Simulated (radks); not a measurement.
Coherent X-ray form factor from a spherical all-electron density. Method: non-relativistic Kohn-Sham, LDA (Slater exchange, Perdew-Wang correlation), spin-unpolarised, spherical densities, point nucleus; computed with a radial shooting solver on a logarithmic mesh with Libxc functionals.

| sin(theta)/lambda (1/angstrom) | f0 (electrons) |
|---|---|
| 0.05 | 72.519 |
| 0.1 | 71.125 |
| 0.15 | 68.949 |
| 0.2 | 66.184 |
| 0.25 | 63.042 |
| 0.3 | 59.728 |
| 0.4 | 53.207 |
| 0.5 | 47.409 |
| 0.6 | 42.499 |
| 0.8 | 34.692 |
| 1 | 28.536 |
| 1.25 | 22.618 |
| 1.5 | 18.589 |
| 2 | 14.280 |

The species is in the configuration that NIST lists as its ground one. Which atom or ion scatters so?

Answer. The mercury ion Hg7+, [Xe] 4f14 5d5. Extrapolating in s^2 from the first two rows gives f0(0) = 73.0, near the electron count 73; among species with that count, the fall with angle is slower the higher Z, and the table is that of Z = 80; from so few rows the species is fixed only to a neighbour or two.
